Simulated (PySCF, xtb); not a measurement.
W(OH)4(H)2 (H6O4W), SMILES [OH][WH2]([OH])([OH])[OH], multiplicity 1.

GFN2-xTB (xtb) at its own geometry gives an orbital gap of 5.01 eV and a dipole moment of 3.38 D.

Geometry optimised at PBE0-D3(BJ)/def2-SVP. The spin state was assumed, not searched. The structure was generated by enumeration; whether it is a known compound was not checked. The def2 effective core potentials stand for the cores of W; spin–orbit coupling is left out. The values are those of a single conformer.

**Question.** What does PySCF with PBE/def2-TZVP give? (An estimate is asked for; the answer gives what the named calculation found.)

**Answer.** gap 3.56 eV (levels -6.11 and -2.55 eV), dipole 1.58 D.
